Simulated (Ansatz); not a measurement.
`[SiH3]O[AsH2]` + `[GaH3]` → `[GaH2][AsH2]` + `O[SiH3]`  (formal exchange of groups at the As–O bond)

Isolated molecules relaxed with PBE0-D4/def2-TZVP in Ansatz; ΔE leaves out vibrations. CCSD(T)/CBS is the MP2 limit (def2-TZVPP, def2-QZVPP) plus CCSD(T) − MP2 in def2-TZVPP, frozen cores. Functionals use def2-TZVPP. B3LYP here is the variant with VWN-RPA as its local correlation; programs differ in this. For As, Ga outer-core shells are correlated without core-valence functions, which leaves a few kJ/mol of doubt a bond. Scalar relativity is left out up to krypton.

`[SiH3]O[AsH2]`:

Cartesian coordinates in Å:
```
Si -1.032 0.687 0.484
O -0.100 -0.553 -0.062
As 1.594 -0.412 -0.646
H -1.190 1.739 -0.557
H -0.436 1.317 1.693
H -2.356 0.111 0.820
H 2.125 -1.602 0.151
H 1.395 -1.287 -1.883
```

`[GaH3]`:

```xyz
4

Ga    0.000    0.000    0.001
H    -1.286    0.638   -0.632
H     1.170    0.920    0.493
H     0.116   -1.558    0.138
```

`[GaH2][AsH2]`:

Z-matrix (Å, degrees):
```
Ga
As 1 2.413
H 1 1.570 2 119.4
H 1 1.570 2 119.3 3 -175.2
H 2 1.521 1 92.8 3 -139.3
H 2 1.521 1 92.9 3 -45.4
```

`O[SiH3]`:

Z-matrix (Å, degrees):
```
Si
O 1 1.648
H 1 1.489 2 111.7
H 1 1.489 2 111.7 3 120.9
H 1 1.481 2 105.9 3 -119.6
H 2 0.957 1 117.9 3 -60.5
```

(1) Is it downhill or uphill in electronic energy at CCSD(T)/CBS, and by how much? (An estimate is asked.)

(2) What do these levels give: revPBE-D4, B97M-V, B3LYP-D4, BHLYP-D4, CAM-B3LYP-D4, ωB97X-V, r2SCAN, PBE0, HF/def2-SVP, HF/def2-TZVPP, SCS-MP2/def2-TZVPP, CCSD/CBS(def2)? (Estimate.)

(3) What do rigid-rotor, harmonic-oscillator terms from PBE0-D4/def2-TZVP frequencies (298.15 K, 1 bar) make of the CCSD(T)/CBS value? (Best estimate.)

Largest T1 diagnostic among the species: 0.013.

## Answers

(1) The calculation gave: Downhill: ΔE = -98.4 kJ/mol.

(2) Computed: revPBE-D4 -93.4, B97M-V -75.8, B3LYP-D4 -88.5, BHLYP-D4 -89.3, CAM-B3LYP-D4 -84.6, ωB97X-V -85.6, r2SCAN -97.8, PBE0 -103.2, HF/def2-SVP -84.1, HF/def2-TZVPP -81.7, SCS-MP2/def2-TZVPP -87.1, CCSD/CBS(def2) -97.9 kJ/mol.

(3) Ansatz gave: ΔZPE = +9.0 kJ/mol, ΔH = -90.1 kJ/mol, ΔS = 4 J/(mol·K), ΔG = -91.3 kJ/mol. Modes under 50 cm⁻¹ make the entropy rough.

From r2SCAN to r2SCAN0 (25 % exact exchange), in def2-TZVPP and without D4, ΔE moves by −4.4 kJ/mol. At CCSD(T), def2-SVP lies +9.4 kJ/mol from the extrapolated value and def2-TZVPP +5.2 kJ/mol. In def2-TZVPP, CCSD(T) changes the Hartree–Fock value by −11.5 kJ/mol (the triples alone add −0.5 kJ/mol) and MP2 by −15.6 kJ/mol.
